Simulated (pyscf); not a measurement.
## Hydrogen shift: `[NH]=[Si][NH2]` [doublet] → `[NH][SiH]=[NH]` [doublet]

Gas phase, doublet surface, charge 0. Bonds broken: N4–H5. Bonds formed: Si2–H5. Single points on ωB97X-D3(BJ)/def2-SVP structures (PySCF, gas phase). MP2 and CC: frozen core, UHF for open shells. ΔMP2 is the change of the MP2 total energy from the triple- to the quadruple-zeta basis.

Transition state (Å):

```xyz
6

N      0.0952    -0.3395     0.3033
Si    -0.8143    -0.2181    -0.9811
H      0.4181    -1.1502     0.8173
N     -1.6732     1.0057    -1.7846
H     -2.0746    -0.4811    -1.9311
H     -1.4109     1.1294    -2.7710
```

One imaginary mode, 1645i cm⁻¹; descent along it reached the two sides named, in the forms told below.

| bond | change | reactant side (Å) | saddle | product side |
|---|---|---|---|---|
| N4–H5 | breaks | 1.012 | 1.547 | 2.8 |
| Si2–H5 | forms | 2.415 | 1.600 | 1.489 |

Electronic energies relative to the reactant's lowest minimum found (kcal/mol):

```
level                             barrier  reaction energy  reverse barrier
--------------------------------  -------  ---------------  ---------------
ωB97X-D3(BJ)/def2-TZVP               60.2            +30.7             29.4
PBE/def2-TZVP                        53.7            +29.9             23.9
r²SCAN/def2-TZVP                     55.7            +28.7             27.0
B3LYP-D3(BJ)/def2-TZVP               58.9            +28.9             30.0
PBE0-D3(BJ)/def2-TZVP                58.6            +31.0             27.6
M06-2X/def2-TZVP                     62.4            +34.5             27.9
ωB97M-D3(BJ)/def2-TZVP               59.9            +31.6             28.3
HF/def2-TZVP                         69.3            +20.9             48.5
MP2/def2-QZVPP                       57.9            +40.7             17.3
CCSD/def2-TZVPP                      61.6            +30.3             31.2
CCSD(T)/def2-TZVPP                   58.8            +30.4             28.5
CCSD(T)/def2-TZVPP + ΔMP2(QZVPP)     58.8            +31.7             27.2
```

With CCSD(T)/def2-TZVPP + ΔMP2(QZVPP) energies and thermal terms (ideal gas, 1 atm, RRHO with modes under 100 cm⁻¹ raised to 100, one conformer, R ln 2 for chiral ones without a mode under 150 cm⁻¹), in kcal/mol:

```tsv
T (K)	ΔH‡	ΔG‡	ΔH	ΔG
298	54.4	54.3	+28.6	+29.2
600	54.2	54.2	+28.7	+29.8
900	54.0	54.3	+29.0	+30.3
1200	53.8	54.4	+29.3	+30.7
```

On the product side the descent ends in a point that may be a rotor saddle (no frequency run), 1.5 kcal/mol over the lowest minimum found and 28.0 kcal/mol under the saddle at ωB97X-D3(BJ)/def2-TZVP. This is the saddle that the search found; another between the same sides may lie lower. The CCSD(T) − MP2 part came from Ansatz, without density fitting, on the same reference. A UHF reference is spin-contaminated (<S²> up to 1.10), which harms MP2 most.
